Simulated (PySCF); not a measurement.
Worked example: oscillator strength and radiative lifetime

CH₃F₂Ga, SMILES [F][Ga]([F])[CH3].

Geometry optimised at PBE0-D3(BJ)/def2-SVP.

TDA-CAM-B3LYP/def2-SVPD (PySCF) puts the first singlet state with f over 0.02 at 7.54 eV (vertical), with the transition dipole (0.104, 0.436, 0.000) in atomic units.

Find the oscillator strength, the wavelength and the radiative lifetime that this transition would have in vacuum if emission retraced absorption.


|μ|² = 0.2009 au, so |μ| = 1.14 D. ΔE = 7.54/27.211 = 0.2771 hartree. f = (2/3) ΔE |μ|² = 0.037 (the program prints 0.037).
λ = 1239.84/7.54 = 164 nm; ν = 60814 cm⁻¹.
Einstein's coefficient A = 0.6670 ν² f s⁻¹ (ν in cm⁻¹) = 9.2e7 s⁻¹, so τ = 1/A = 11 ns. This state is S1. The figure is the radiative limit of this one transition; relaxation, internal conversion, crossing to triplets and a medium change what is measured.
